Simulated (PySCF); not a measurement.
B(CF3)(H)(OMe) (C₂H₄BF₃O), SMILES C(F)(F)(F)BOC.

Coordinates come from a PBE0-D3(BJ)/def2-SVP optimisation. One conformer was computed; it need not be the lowest.

Level of theory: TDA-M06-2X/def2-SVPD (PySCF).

Vertical excitations. Isolated molecule, no solvent.

**Question.** List the lowest excited states. (The exact figures need the calculation; the answer reports its results.)

**Answer.** 
```
state  energy (eV)  λ (nm)      f                                              main pairs
-----  -----------  ------  -----  ------------------------------------------------------
S1            6.21     200  0.001                                          HOMO→LUMO 95 %
S2            8.23     151  0.016                                        HOMO−2→LUMO 79 %
S3            8.32     149  0.185                                        HOMO−1→LUMO 85 %
S4            8.70     143  0.007                                        HOMO→LUMO+1 89 %
S5            9.30     133  0.009                                      HOMO−1→LUMO+1 82 %
S6            9.56     130  0.043                                        HOMO−3→LUMO 88 %
S7            9.66     128  0.014     HOMO→LUMO+2 49 %, HOMO→LUMO+3 25 %, HOMO→LUMO+4 8 %
S8            9.80     126  0.030  HOMO→LUMO+3 37 %, HOMO→LUMO+2 35 %, HOMO−2→LUMO+1 13 %
S9           10.08     123  0.052                  HOMO−1→LUMO+2 61 %, HOMO−1→LUMO+4 15 %
S10          10.30     120  0.042    HOMO→LUMO+4 51 %, HOMO→LUMO+3 19 %, HOMO→LUMO+7 15 %
T1            5.74     216      0                                          HOMO→LUMO 93 %
T2            6.51     190      0                                        HOMO−1→LUMO 87 %
T3            7.85     158      0                      HOMO−2→LUMO 68 %, HOMO−3→LUMO 18 %
T4            8.40     148      0                      HOMO−3→LUMO 70 %, HOMO−2→LUMO 17 %
```
Triplets are in the Tamm–Dancoff approximation.
